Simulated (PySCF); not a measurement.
Species: C2H4BFO2.
SMILES with atom numbers: `[CH2:1]=[CH:2][O:3][B:4]([OH:5])[F:6]` (hydrogens: H7, H8 on C1; H9 on C2; H10 on O5)

Method: PySCF 2.14.0, density-fitted response routines, TDDFT PBE0/def2-SVPD, vertical, gas phase, core orbitals frozen in the response. Isolated species at its PBE0-D3(BJ)/def2-SVP geometry (one conformer only). Torsions of this conformer, `[CH2:1]=[CH:2][O:3][B:4]([OH:5])[F:6]`: C1–C2–O3–B4 -3°, C2–O3–B4–O5 0°, H–O5–B4–O3 180°.

Computed states:

| state | E (eV) | f |
| --- | --- | --- |
| S1 | 6.32 | 0.0086 |
| S2 | 6.84 | 0.252 |
| S3 | 7.23 | 0.019 |
| S4 | 7.75 | 0.014 |
| S5 | 8.07 | 0.0044 |
| S6 | 8.25 | 0.0006 |
| S7 | 8.36 | 0.059 |
| S8 | 8.86 | 0.0004 |
| S9 | 8.96 | 0.0073 |
| S10 | 9.06 | 0.034 |

Each state is given a Gaussian of 0.5 eV full width at half maximum, with ε(max) = 2.175×10⁸ f / Δν̃ (Δν̃ the width in cm⁻¹). The width is an assumption, not a result. The curve ends short of the highest state used, and states not computed would add to its high-energy end.

Question: Give the broadened spectrum and its maxima.

Answer: 
```
E (eV)  ε (L mol⁻¹ cm⁻¹)
  5.57                 1
  5.65                 3
  5.74                11
  5.82                29
  5.90                66
  5.98               132
  6.07               252
  6.15               409
  6.23               652
  6.31              1087
  6.40              2065
  6.48              3654
  6.56              6049
  6.64              9000
  6.73             12099
  6.81             13653
  6.89             13468
  6.97             11658
  7.06              8575
  7.14              5852
  7.22              3715
  7.30              2292
  7.39              1384
  7.47               994
  7.55               847
  7.63               839
  7.72               894
  7.80               951
  7.88              1034
  7.96              1212
  8.05              1616
  8.13              2157
  8.21              2750
  8.29              3193
  8.38              3285
  8.46              2960
```

Maxima: 181 nm (6.84 eV), ε about 14000, made up of S2 (98%); 148 nm (8.35 eV), ε about 3300, made up of S7 (95%) (ε in L mol⁻¹ cm⁻¹; maxima over ε = 5, shares over 10%).

Question: On this curve, what absorbance would a 10⁻³ mol/L sample give at 222 nm over a 1 cm path?

Answer: 222 nm is 5.585 eV, where ε is about 1.2 L mol⁻¹ cm⁻¹, so A = ε c l ≈ 0.0012 (Beer–Lambert, with the gas-phase spectrum and the assumed width).

Question: What would ε be at 6.84 eV, the highest of these maxima, with half the width (0.25 eV)?

Answer: About 27200 L mol⁻¹ cm⁻¹ against 13800, a factor of about 1.97; a lone state at its own centre would give exactly 2.

Question: Coming from long wavelengths, where does ε first pass 100 L mol⁻¹ cm⁻¹?

Answer: At about 209 nm (5.95 eV), 0.37 eV below S1.

The vertical ionisation energy (ΔSCF) is 9.61 eV, 0.56 eV above S10.

On one thread of an Arm Neoverse V1, on a shared host, this took 32 s wall.
